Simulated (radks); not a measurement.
The nuclear charge of neutral cadmium is varied continuously with 48 electrons held in [Kr] 4d10 5s2. Method: Dirac Kohn-Sham, PBE, spin-unpolarised, spherical densities, finite nucleus; Fermi nuclear charge, rms radius 4.6087 fm; computed with a radial shooting solver on a logarithmic mesh with Libxc functionals. By the Hellmann-Feynman theorem dE/dZ = E(electron-nucleus)/Z, the electronic potential at the nucleus (averaged over a nucleus of fixed radius).

Z     E (hartree)  E(electron-nucleus)/Z (hartree)   HOMO  e(HOMO) (eV)  <r> HOMO (bohr)
47.8  -5539.50339                         -281.202  5s1/2        -4.079            3.021
48    -5595.90857                         -282.850  5s1/2        -5.660            2.900
48.2  -5652.64326                         -284.497  5s1/2        -7.339            2.796
48.4  -5709.70731                         -286.144  5s1/2        -9.111            2.704
48.6  -5767.10064                         -287.790  5s1/2       -10.968            2.623
48.8  -5824.82323                         -289.436  5s1/2       -12.906            2.549
49    -5882.87509                         -291.083  5s1/2       -14.923            2.483

The central difference of E at Z = 48 is -282.850 hartree, to compare with the third column; the second derivative is -8.24 hartree.
